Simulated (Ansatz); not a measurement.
Relaxation of Cl3F2H3NTa (10 atoms, charge 0, multiplicity 1), to a largest force component of 0.03 eV/Å in at most 50 steps.

Level of theory: Ansatz 0.2.0, RKS PBE0-D4/def2-SVP.

```xyz
10
Properties=species:S:1:pos:R:3
Ta -0.451 -0.500 0.321
F 2.522 0.455 0.244
Cl -0.333 0.100 2.557
Cl 0.040 -1.227 -1.826
F -0.336 1.281 -0.210
Cl -2.603 -1.220 0.363
N 0.930 -1.972 0.887
H 1.261 -2.692 0.251
H 1.136 -2.181 1.860
H 2.527 -0.425 0.532
```

Where does it end, and by what steps?

It converged. After 20 steps the energy has fallen by 2.020 eV; H10 moved furthest, 1.36 Å. Parted: F2–H10 (0.93 → 2.48 Å). Joined: Ta1–F2 (3.12 → 1.89 Å), N7–H10 (2.25 → 1.02 Å).

| step | energy less start (eV) | largest force component (eV/Å) | accepted |
| --- | --- | --- | --- |
| 0 | 0.0000 | 1.499 | yes |
| 1 | -0.1670 | 0.732 | yes |
| 2 | -0.2334 | 0.608 | yes |
| 3 | -0.3003 | 0.371 | yes |
| 4 | -0.2953 | 1.103 | no |
| 5 | -0.3352 | 0.193 | yes |
| 6 | -0.3077 | 1.545 | no |
| 7 | -0.3574 | 0.176 | yes |
| 8 | -0.3762 | 0.393 | yes |
| 9 | -0.4179 | 0.830 | yes |
| 10 | -0.5152 | 1.130 | yes |
| 11 | -0.9704 | 2.243 | yes |
| 12 | -1.1949 | 4.567 | yes |
| 13 | -1.4553 | 3.161 | yes |
| 14 | -1.8244 | 1.029 | yes |
| 15 | -1.9216 | 0.678 | yes |
| 16 | -1.9764 | 0.315 | yes |
| 17 | -2.0059 | 0.146 | yes |
| 18 | -2.0150 | 0.178 | yes |
| 19 | -2.0178 | 0.133 | yes |
| 20 | -2.0202 | 0.014 | yes |

```xyz
10
Properties=species:S:1:pos:R:3
Ta -0.015 -0.031 0.212
F 1.749 0.638 0.152
Cl -0.001 0.423 2.512
Cl 0.360 -0.929 -1.921
F -0.912 1.502 -0.329
Cl -1.845 -1.461 0.499
N 1.186 -1.913 0.884
H 1.052 -2.705 0.254
H 0.937 -2.216 1.827
H 2.183 -1.689 0.888
```

Whether the end is a true minimum wasn't checked by a vibrational analysis.

Run time: 97 s on 4 threads of Intel(R) Xeon(R) Platinum 8259CL CPU @ 2.50GHz (Skylake/Cascade Lake) (shared host), peak memory 0.5 GiB.
